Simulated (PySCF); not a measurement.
NMR data sheet: C4H5FOSi

| Item | Value |
| --- | --- |
| Formula | C4H5FOSi |
| SMILES | O=C1C=C([SiH2]F)C1 |
| Point group of the computed structure | Cs |
| Degrees of unsaturation | 3 |
| Carbon signals | 4 |
| Proton signals | 3 |

Molfile (atoms numbered from 1):
```
C4H5FOSi
     RDKit          3D

 12 12  0  0  0  0  0  0  0  0999 V2000
   -3.1265    0.4310   -0.0266 O   0  0  0  0  0  0  0  0  0  0  0  0
   -1.9468    0.2357    0.0096 C   0  0  0  0  0  0  0  0  0  0  0  0
   -1.0330   -0.6967    0.6912 C   0  0  0  0  0  0  0  0  0  0  0  0
    0.0628   -0.1537    0.1207 C   0  0  0  0  0  0  0  0  0  0  0  0
    1.9052   -0.4933    0.2059 Si  0  0  0  0  0  4  0  0  0  0  0  0
    2.5867    0.5880   -0.7707 F   0  0  0  0  0  0  0  0  0  0  0  0
   -0.7232    0.8876   -0.6667 C   0  0  0  0  0  0  0  0  0  0  0  0
   -1.1834   -1.5045    1.3842 H   0  0  0  0  0  0  0  0  0  0  0  0
    2.2392   -1.7909   -0.3587 H   0  0  0  0  0  0  0  0  0  0  0  0
    2.4435   -0.2168    1.5279 H   0  0  0  0  0  0  0  0  0  0  0  0
   -0.5390    1.9251   -0.3928 H   0  0  0  0  0  0  0  0  0  0  0  0
   -0.6842    0.7879   -1.7501 H   0  0  0  0  0  0  0  0  0  0  0  0
  1  2  2  0
  2  3  1  0
  3  4  2  0
  4  5  1  0
  5  6  1  0
  4  7  1  0
  7  2  1  0
  3  8  1  0
  5  9  1  0
  5 10  1  0
  7 11  1  0
  7 12  1  0
M  END
```

PySCF 2.14 calculation with structure optimised with GFN2-xTB and GIAO PBE0/pcSseg-1 shieldings; non-relativistic, rapidly exchanging positions averaged, one conformer, in vacuum.

Chemical shifts δ = σref − σ; 1H (σ = 31.72 ppm) and 13C (σ = 186.93 ppm) and 29Si (σ = 349.16 ppm) against TMS; 19F (σ = 170.95 ppm) vs CFCl3; 17O (σ = 336.08 ppm) against H2O, all at this level.

| carbon | δC, type | δH (multiplicity) | HMBC from (2–3 bonds) | span of the C tensor (ppm) |
| --- | --- | --- | --- | --- |
| C2 | 189.2, C | – | H8, H11/H12 | 175 |
| C3 | 158.0, CH | 6.62 (m) | H9/H10, H11/H12 | 201 |
| C4 | 186.2, C | – | H8, H9/H10, H11/H12 | 301 |
| C7 | 57.5, CH2 | 3.68 (s) | H8, H9/H10 | 60 |

Other nuclei:
| atoms | nucleus | environment | δ (ppm) | σ (ppm) |
| --- | --- | --- | --- | --- |
| H9/H10 | 1H | hydrogen on a silicon bonded to C, F | 5.64 | 26.08 |
| F6 | 19F | fluorine bonded to Si | -230.9 | 401.8 |
| Si5 | 29Si | silicon bonded to C, F, 2 H | -10.3 | 359.4 |
| O1 | 17O | ketone oxygen | 628.7 | -292.6 |

Carbon types of the structure: 2 × C, 1 × CH, 1 × CH2, leaving 2 H on heteroatoms. δC 189.2: ketone carbonyl carbon; the double bond to the heteroatom, with no lone-pair donor beside it, deshields it most. δC 186.2: β carbon of a C=C–C=O unit; conjugation with the carbonyl draws π density from the β position. δC 158.0: α carbon of a C=C–C=O unit; as expected for a trigonal carbon in a double bond. δC 57.5: sp3 CH2 α to a carbonyl; α to the electron-withdrawing carbonyl group. δH 6.62: hydrogen on an α carbon of a C=C–C=O unit; a vinylic proton, deshielded by the sp2 carbon and the C=C anisotropy.

Splittings by 19F in the carbon and heteronuclear signals aren't shown, as no couplings were computed. Shifts are as computed. Against solution values, carbons near 30 ppm lie about +3 ppm off and those near 130 ppm about +5 ppm. Of 1211 compounds with measured shifts, 218 miss one by over three times the rms of a fit or turn the order of signals round; such compounds aren't used in these exercises. Unscaled 19F shifts against computed CFCl3 carry errors that often reach 10 to 50 ppm. Unscaled 17O shifts of doubly bonded oxygen tend to come out too high, by tens of ppm or more. Experimental scales use liquid or dissolved standards, which lie at an offset from isolated H2O (liquid H2O: subtract about 36 ppm). Multiplicities follow the n + 1 count of equivalent neighbours, as no J values were calculated; m marks all less simple cases, F and P coupling included.
